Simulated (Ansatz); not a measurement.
Born–Oppenheimer molecular dynamics of BFH6OSi (10 atoms, charge 0, multiplicity 1). It starts at the highest image of a converged band. Of that band: Neighbouring images differ by up to 2.0 eV, so the band resolves the path poorly. A vibrational analysis at the climbing image gives one clearly imaginary mode, 1363i cm⁻¹: a first-order saddle point.

These are results of RKS PBE0/6-31G* in Ansatz, not measurements.

```yaml
ensemble: NVE (velocity Verlet)
time_step: 0.5 fs
steps_asked: 200
starting_velocities_drawn_for: 100 K
seed: 8407
```

First frame:

```xyz
10
Properties=species:S:1:pos:R:3
B 0.146 0.209 0.270
O -0.209 -0.515 1.627
H -1.126 -0.828 1.580
F 1.423 -0.044 -0.077
H -0.728 0.102 -0.550
Si 0.091 2.390 0.807
H 1.116 2.920 1.753
H 0.447 2.837 -0.568
H -1.231 2.995 1.153
H -0.205 0.689 1.611
```

(1) How far do the bonds stretch over the last three quarters of this one trajectory? (Pairs bonded in most of those frames.)

Results:

(1) 
```csv
bond,mean (Å),spread (Å),shortest,longest
B1–F4,1.341,0.044,1.26,1.41
B1–H5,1.209,0.008,1.19,1.23
B1–Si6,2.024,0.060,1.94,2.14
O2–H3,0.968,0.006,0.95,0.98
O2–H10,0.974,0.009,0.96,1.00
Si6–H7,1.494,0.008,1.48,1.51
Si6–H8,1.499,0.020,1.46,1.53
Si6–H9,1.494,0.014,1.47,1.52
```

Mean temperature of the second half: 466 K. The conserved energy stayed within 0.049 meV per atom of its start (net change 0.0032 meV per atom), so the integration is sound. The kinetic energy rose, since the run started high on the potential surface and went downhill. It ends in pieces (BFH4Si + H2O), so much of that is their flight and rotation, not heat. A run of 0.1 ps of so small a system gives no equilibrium averages. The orbitals stay closed-shell, which can raise the energy where a bond breaks towards radicals; this wasn't checked here.

The run took 9.7 min on 1 thread of Arm Neoverse V2, on a shared host, peak memory 0.14 GiB.
